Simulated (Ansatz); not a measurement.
Ansatz results at the PBE0-D4/def2-TZVP geometry: HOMO–LUMO gap (PBE0/def2-TZVPP) 6.73 eV; LUMO energy (B3LYP/def2-TZVPP) -1.20 eV; LUMO energy (PBE/def2-TZVPP) -1.75 eV.

Each molecule was computed in one conformer, which needn't be the lowest.

Which molecule gave them?
A. `BC(C)Br`
B. `C=C([SeH])B[SiH3]`
C. `C=CC[O][AlH2]`
D. `NCN`

C. The others give `C=C([SeH])B[SiH3]`: 3.90, -2.83, -3.57; `BC(C)Br`: 7.47, -1.16, -1.93; `NCN`: 7.88, 0.61, 0.17.

B3LYP here is the variant with VWN-RPA as its local correlation; programs differ in this.
